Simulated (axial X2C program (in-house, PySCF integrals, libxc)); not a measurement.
# Worked dissociation energy of GaSn: CCSD(T), without spin–orbit coupling

Computed with an axial X2C code built on PySCF integrals. Spin-free means the one-electron spin-free X2C Hamiltonian. Basis: Sn dyall-cv3z [11s12p9d4f1g], Ga dyall-cv3z [9s9p7d4f1g] (cores contracted in-house); Gaussian nuclei, density fitting, unrestricted open shells. Masses: Sn 119.902 u, Ga 68.926 u.

Molecular state: M_S = 3/2, Λ = 0 (beyond evenly filled blocks: σα, π+α, π-α).

Correlated methods: 7 electrons correlated (number of frozen shells: Sn 4 s, 3 p, 2 d; Ga 3 s, 2 p, 1 d), 321 virtual spin orbitals or spinors in MP2, 90 natural virtuals in coupled cluster.

* E(Sn) (2M_S = 2, M_L = 0): -6173.891558 hartree
* E(Ga) (2M_S = 1, M_L = 0): -1942.280318 hartree
* E(GaSn) at Re: -8116.243927 hartree
* ωe: 180.6 cm⁻¹
* ωexe: 0.455 cm⁻¹

Q: Work out De and D0.

A: De = -6173.891558 + (-1942.280318) − (-8116.243927) = 0.07205 hartree = 1.961 eV. The zero-point energy is ωe/2 − ωexe/4 = 90 cm⁻¹ = 0.011 eV, so D0 = 1.949 eV.

Occupations by symmetry block were frozen at the best pattern of an incomplete PBE0 search. Dissociation energies refer to the lowest single-determinant-based atoms at the same level and basis. CCSD and (T) use frozen natural virtuals with an MP2 correction for the truncation; (T) itself is uncorrected, so its De runs slightly low. PBE0 can misorder states that lie within some tenths of an eV, so this need not be the ground state of the molecule. The nearest other spin-free determinant of the search, M_S = 1/2, Λ = 0, lies 0.35 eV up at the distance of the search. With the outer-core shells frozen, correlated bond lengths of heavy atoms tend to come out a few hundredths of an ångström too long. Spin-free De lacks the spin–orbit lowering of the heavy p-block atom, a tenth of an eV or more for 4p and 5p, up to an eV for 6p and one to two eV for 7p atoms, less what an open-shell molecule gains itself.

Each atomic determinant is the lowest at this level and need not be a pure term. Totals compare only within one Hamiltonian and basis.
